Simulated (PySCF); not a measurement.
Circular dichroism: `InChI=1S/C3H8As2O/c6-2-3-1-4-5-3/h3-6H,1-2H2/t3-/m1/s1`

Molfile (atoms numbered from 1):
```
C3H8As2O
     RDKit          3D

 14 14  0  0  0  0  0  0  0  0999 V2000
    2.0913    0.5436    0.6249 O   0  0  0  0  0  0  0  0  0  0  0  0
    1.1778    0.4101   -0.4420 C   0  0  0  0  0  0  0  0  0  0  0  0
    0.1399   -0.6388   -0.0827 C   0  0  1  0  0  0  0  0  0  0  0  0
   -0.7938   -0.1667    1.0339 C   0  0  0  0  0  0  0  0  0  0  0  0
   -2.3907    0.4553    0.0198 As  0  0  0  0  0  3  0  0  0  0  0  0
   -1.1511   -0.8707   -1.5998 As  0  0  0  0  0  3  0  0  0  0  0  0
    2.7567    1.1993    0.3955 H   0  0  0  0  0  0  0  0  0  0  0  0
    1.7036    0.1034   -1.3638 H   0  0  0  0  0  0  0  0  0  0  0  0
    0.6792    1.3752   -0.6422 H   0  0  0  0  0  0  0  0  0  0  0  0
    0.6820   -1.5531    0.1872 H   0  0  0  0  0  0  0  0  0  0  0  0
   -1.0956   -1.0142    1.6591 H   0  0  0  0  0  0  0  0  0  0  0  0
   -0.3299    0.5726    1.6919 H   0  0  0  0  0  0  0  0  0  0  0  0
   -1.7400    1.7351   -0.4887 H   0  0  0  0  0  0  0  0  0  0  0  0
   -1.7301   -2.1516   -1.0152 H   0  0  0  0  0  0  0  0  0  0  0  0
  1  2  1  0
  2  3  1  0
  3  4  1  0
  4  5  1  0
  5  6  1  0
  6  3  1  0
  1  7  1  0
  2  8  1  0
  2  9  1  0
  3 10  1  1
  4 11  1  0
  4 12  1  0
  5 13  1  0
  6 14  1  0
M  END
```

The calculation used PySCF 2.14.0, TDDFT B3LYP/aug-cc-pVDZ circular dichroism and optical rotation, one conformer, gas phase. Geometry: GFN2-xTB.

The molecule is flexible and this is one conformer; a measurement averages over conformers. The calculation is non-relativistic, which matters for the atoms heavier than Zn.

Problem. What are the CIP labels of the stereocentres?

Solution. C3 S.

Problem. List the lowest 8 singlet excitations with oscillator and rotatory strengths.

Solution. Rotatory strengths R in 10⁻⁴⁰ esu² cm², velocity form and length form (origin at the centre of mass); f in length form.
| state | E (eV) | λ (nm) | f | R (velocity) | R (length) | main |
| --- | --- | --- | --- | --- | --- | --- |
| 1 | 4.85 | 256 | 0.006 | -2.7 | -2.6 | HOMO−1→LUMO 0.93 |
| 2 | 4.93 | 252 | 0.168 | +12.3 | +11.2 | HOMO→LUMO 0.86 |
| 3 | 5.09 | 243 | 0.013 | +34.9 | +34.7 | HOMO→LUMO+1 0.86 |
| 4 | 5.36 | 231 | 0.014 | -69.5 | -70.1 | HOMO→LUMO+2 0.94 |
| 5 | 5.45 | 228 | 0.013 | -102.0 | -102.2 | HOMO−1→LUMO+1 0.89 |
| 6 | 5.63 | 220 | 0.035 | +107.2 | +107.5 | HOMO−1→LUMO+2 0.85 |
| 7 | 5.67 | 219 | 0.012 | +16.1 | +16.4 | HOMO→LUMO+3 0.81 |
| 8 | 5.91 | 210 | 0.001 | -1.2 | -1.4 | HOMO−1→LUMO+3 0.84 |

Among the states computed, the strongest CD band (largest |R|) is state 6. The largest dissymmetry factor in size, g = 4R/(D+G), with D and G the electric and magnetic dipole strengths, is -0.066 for state 5 (velocity form, f = 0.013), among bands with |R| over 0.5. The mirror image has the same energies and oscillator strengths and all R with the opposite sign.
